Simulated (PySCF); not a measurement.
## C²⁺ (carbon, charge +2): UHF calculation

Configuration: [He] 2s2, closed-shell 1S. Computed with PySCF 2.14 in jorge-DZP-DKH (4s2p1d, 15 functions), with scalar relativity by spin-free X2C-1e.

```json
{"Total energy": "-36.418656 hartree", "One-electron energy": "-44.1381 hartree", "Hartree (Coulomb) energy": "12.0351 hartree", "Exchange energy": "-4.3156 hartree", "⟨S²⟩": "0.0000", "⟨L²⟩": "0.000", "Sum of ⟨r⟩": "3.286 bohr", "Sum of ⟨r²⟩": "4.679 bohr²", "Langevin diamagnetic susceptibility": "-3.71 ×10⁻⁶ cm³/mol", "Time after the integrals": "0.06 s of wall time on 1 thread of Neoverse-N1 (shared host)"}
```

```json
{"shell": "1s", "electrons": "2", "mean orbital energy (hartree)": "-12.65630", "rms radius, mean of both spins (bohr)": "0.310"}
{"shell": "2s", "electrons": "2", "mean orbital energy (hartree)": "-1.69329", "rms radius, mean of both spins (bohr)": "1.50"}
```
